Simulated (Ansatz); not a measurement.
Basis sets compared for MoCl₆. Total charge 0; singlet. Geometry r2SCAN-D4/def2-SVP. Ansatz on 4 threads of Arm Neoverse V2 on a shared host; times are rough, and most runs start from earlier orbitals.

```
atom   x (Å)   y (Å)   z (Å)
 Mo1   0.000   0.000   0.000
 Cl2   1.850  -0.912  -1.037
 Cl3  -1.851   0.907   1.038
 Cl4   0.273  -1.453   1.773
 Cl5  -0.273   1.456  -1.770
 Cl6  -1.356  -1.539  -1.058
 Cl7   1.357   1.541   1.054
```

In the def2 sets Mo takes a core potential; there is no spin–orbit coupling.

Binding counts from free atoms (Mo septet, Cl doublet) in the same basis, without a counterpoise term.

| level | functions | energy (Eh) | HOMO (eV) | LUMO (eV) | binding per atom (eV) | wall time |
| --- | --- | --- | --- | --- | --- | --- |
| PBE-D4/def2-SVP | 139 | -2827.6764 | -7.80 | -6.22 | 3.08 | 1.8 s |
| PBE-D4/def2-TZVP | 262 | -2828.6466 | -7.83 | -6.27 | 3.00 | 4.2 s |
| PBE0-D4/def2-SVP | 139 | -2827.8052 | -9.24 | -6.00 | 2.69 | 3 s |
| PBE0-D4/def2-TZVP | 262 | -2828.7687 | -9.18 | -5.96 | 2.64 | 9 s |
| CAM-B3LYP-D4/def2-TZVP (with forces) | 262 | -2829.6957 | -10.50 | -5.15 | 2.53 | 13 s |

(1) Estimate the rows for PBE-D4/def2-TZVPD, PBE0-D4/def2-TZVPD, CAM-B3LYP-D4/def2-TZVPD.

## Answers

(1) 
```
                  level  functions  energy (Eh)  HOMO (eV)  LUMO (eV)  binding per atom (eV)  wall time
      PBE-D4/def2-TZVPD        316   -2828.6497      -7.85      -6.29                   2.99        6 s
     PBE0-D4/def2-TZVPD        316   -2828.7717      -9.18      -5.96                   2.64       12 s
CAM-B3LYP-D4/def2-TZVPD        316   -2829.6987     -10.51      -5.16                   2.52       15 s
```
